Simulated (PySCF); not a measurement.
CH4N2S, charge +1, multiplicity 2. Atoms are numbered in the order given.

```xyz
8

N      0.0000     1.1595    -1.0265
C      0.0000     0.0000    -0.3826
N      0.0000    -1.1595    -1.0265
S      0.0000     0.0000     1.3629
H      0.0000     1.2078    -2.0433
H      0.0000     2.0444    -0.5268
H      0.0000    -1.2078    -2.0433
H      0.0000    -2.0444    -0.5268
```
Charge +1, spin multiplicity 2.

Geometry: B3LYP-D3(BJ)/def2-SVP. The geometry has at least one imaginary mode, so it is a saddle point at that level. The spin state was assumed, not searched. Other conformers were not sampled.

Level of theory: SMD-PBE0/6-31G* in PySCF.

Solvation free energies are E(SMD) − E(gas) at the gas-phase geometry, for 1 M in both phases.

| solvent | ΔG(solv) (kcal/mol) | its non-electrostatic (CDS) part |
|---|---|---|
| water | -65.7 | 2.0 |
| methanol | -66.6 | -0.2 |
| benzene | -38.5 | -1.5 |
